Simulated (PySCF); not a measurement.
C₇H₁₄P (charge +1).
Geometry (GFN2-xTB, Å), atoms numbered from 1 in this order:
```
atom  x, y, z in Å
C1    -2.9365   -0.8314    0.4632
C2    -2.1845   -1.0743   -0.7843
C3    -0.9538   -0.6383   -1.0558
P4     0.0567    0.3346    0.0519
C5    -0.4155    2.0808    0.0759
C6     1.7733    0.1653   -0.4340
C7     2.5119   -1.0594    0.0454
C8     2.8263    0.2689    0.6396
H9    -2.3629   -0.2475    1.1833
H10   -3.2197   -1.7832    0.9126
H11   -3.8658   -0.3082    0.2372
H12   -2.6964   -1.6658   -1.5329
H13   -0.4687   -0.8666   -1.9972
H14   -0.0172   -0.1415    1.3447
H15   -1.4488    2.1946    0.4021
H16    0.2453    2.6312    0.7459
H17   -0.3175    2.4827   -0.9342
H18    1.9926    0.5560   -1.4219
H19    3.2252   -1.5096   -0.6268
H20    1.9751   -1.7780    0.6493
H21    3.7588    0.7444    0.3798
H22    2.5116    0.4646    1.6552
```

NICS is the negative of the GIAO shielding at a point without a nucleus: at the ring centre (0) and 1 Å above and below it (1); zz is the component along the ring normal. Level: GIAO PBE0/pcSseg-1 (PySCF, non-relativistic, gas phase) on the GFN2-xTB geometry, one conformer.

Ring bond lengths (Å), with Mayer bond orders in brackets: C6–C7 1.508 (0.92), C7–C8 1.489 (0.97), C8–C6 1.507 (0.92).

**Question.** What do the NICS probes read (ppm)?

**Answer.** 
```
    ring                                            type  NICS(0)  NICS(1), two faces  NICS(1)zz, two faces  rms pucker (Å)  centre to ring atoms, mean (Å)
C6–C7–C8  3-membered carbocycle; formal bonds all single    -44.4         -8.9 / -8.2         -22.4 / -23.6            0.00                            0.87
```

**Question.** What do they say, and how far can they be read as aromaticity?

**Answer.** 
- C6–C7–C8: mean NICS(1)zz -23.0 ppm, shielded. C6, C7, C8 have four or more neighbours, and the NICS criterion for π rings isn't applied. NICS(0) lies 36 ppm below the mean NICS(1).

**Question.** What is the mean of the two in-plane components of NICS at the first NICS(1) probe listed for ring C6–C7–C8, 1 Å off the ring?

**Answer.** The isotropic value is a third of the trace: (3 × -8.9 − (-22.4))/2 = -2.2 ppm.

**Question.** List the ring angles and the Hirshfeld charges of the ring atoms.

**Answer.** 
- C6–C7–C8: C6 59.2° (-0.069 e), C7 60.4° (-0.057 e), C8 60.5° (-0.058 e); sum 180.0° against 180° for a flat convex ring.

**Question.** How shielded are the nuclei of the rings and their hydrogens (means over atoms taken as equivalent)?

**Answer.** 
```tsv
atoms	environment	σ isotropic (ppm)	principal values of the symmetric part, first atom (ppm)
C6	sp3 carbon bound to phosphorus	182.5	157.0, 169.9, 220.5
C7	three-membered-ring carbon	178.4	146.8, 180.3, 208.2
C8	three-membered-ring carbon	178.2	146.9, 180.0, 207.8
H18	methine hydrogen	30.41	23.2, 27.4, 40.6
H19	methylene hydrogen	29.94	24.3, 24.8, 40.7
H20	methylene hydrogen	30.74	24.8, 28.3, 39.1
H21	methylene hydrogen	29.93	24.2, 24.9, 40.7
H22	methylene hydrogen	30.73	24.8, 28.2, 39.1
```
